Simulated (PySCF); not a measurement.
Computed properties of C₂H₈N₂OSi, SMILES [Si@H](N)(/N=C\C)O

C2H8N2OSi, SMILES C/C=N\[Si@H](N)O. Geometry optimised at PBE0-D3(BJ)/def2-SVP. The structure was generated by enumeration; whether it is a known compound was not checked. Other conformers were not sampled. All values are computed for the isolated molecule unless a solvent is named; none is compared with measurement here.

**Structure.** All 36 harmonic modes at PBE0-D3(BJ)/def2-SVP (PySCF) are real, so it is a minimum. With heavy atoms numbered as in [CH3:1]/[CH:2]=[N:3]\[Si@H:4]([NH2:5])[OH:6], the shortest bond between them is C2–N3 at 1.262 Å and the longest N3–Si4 at 1.737 Å.

**Vibrations.** The strongest infrared lines (harmonic, unscaled, degenerate partners summed) lie at 968 cm⁻¹ (311 km/mol, H 51 %, Si 29 %, N 11 %), 1830 cm⁻¹ (291 km/mol, C 54 %, N 44 %), 2203 cm⁻¹ (177 km/mol, H 97 %). The softest mode is at 37 cm⁻¹ and the zero-point energy is 67.8 kcal/mol.

**Electronic structure.** HF/def2-TZVP (PySCF) places the frontier levels at -10.13 and 3.62 eV, a gap of 13.75 eV, and gives a dipole moment of 1.89 D and a mean polarisability of 62.1 bohr³. PBE/def2-TZVP (PySCF) at the same geometry gives -5.34 and -1.54 eV, so its gap is 9.95 eV narrower. An orbital gap is neither the optical nor the fundamental gap.

**Excitations.** TDDFT-PBE0/def2-SVPD (PySCF) has S1 at 4.21 eV (295 nm, f = 0.001, dark); the most intense of the 10 singlets computed lies at 7.64 eV (f = 0.15). T1 (TDA) is at 3.63 eV. TDDFT-PBE/def2-SVPD (PySCF) puts S1 at 3.98 eV. No vertical singlet excitation falls in the visible range (under 3.1 eV).

**NMR.** GIAO shifts at PBE0/pcSseg-1 (PySCF) (non-relativistic, atoms alike by connectivity averaged): ¹³C from 31.4 to 180.1 ppm against TMS; ¹H from 1.3 to 8.7 ppm against TMS; ²⁹Si at -44.4 ppm against TMS.
